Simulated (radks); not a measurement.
All-electron atom: Xe V in [Kr] 4d10 5s2 5p2.

All-electron calculation, scalar-relativistic Kohn-Sham, r2SCAN, spin-unpolarised, spherical densities, finite nucleus; meta-GGA in the generalised Kohn-Sham scheme; Fermi nuclear charge, rms radius 4.7859 fm. Program: a radial shooting solver on a logarithmic mesh with Libxc functionals.

Energy parts (eV):
part                       energy
total                 -202561.749
kinetic                213020.132
electron-nucleus      -487901.501
Hartree                 77371.328
exchange-correlation    -5051.708

Orbitals (lengths in bohr, moments of r in powers of bohr; r(90%) holds 90 % of the orbital's charge):
orbital  occ.  eigenvalue (eV)      <r>      <r^2>  r(90%)      <r^4>
1s          2        -34479.33  0.02666  0.0009642  0.0480  2.439e-06
2s          2        -5423.829   0.1146    0.01549   0.177  0.0004124
2p          6        -4868.550   0.1003    0.01229   0.163  0.0002992
3s          2        -1154.004   0.3057     0.1068   0.449    0.01735
3p          6        -973.5096   0.3039     0.1071   0.456    0.01825
3d         10        -706.2572   0.2808    0.09323   0.440    0.01583
4s          2        -249.1364   0.7169     0.5799    1.03     0.4921
4p          6        -191.6145   0.7640     0.6638    1.11     0.6654
4d         10        -107.3080   0.8697     0.8802    1.32      1.292
5s          2         -62.2344    1.720      3.303    2.45      15.60
5p          2         -47.8880    1.937      4.197    2.77      25.41

The highest occupied level is 5p at -47.888 eV. The electron density at the nucleus is 2.805e+05 e/bohr^3 (large components only). For comparison, the ionisation energy in NIST's Atomic Spectra Database is 54.1 eV (semi-empirical). In exact Kohn-Sham theory the highest level is minus the ionisation energy, but local and semilocal functionals leave it too shallow, through self-interaction and a potential that decays too fast; potentials with the right tail come closer.

Beside tabulated values, note that spin-unpolarised runs miss the spin-polarisation part of the exchange energy of open shells.
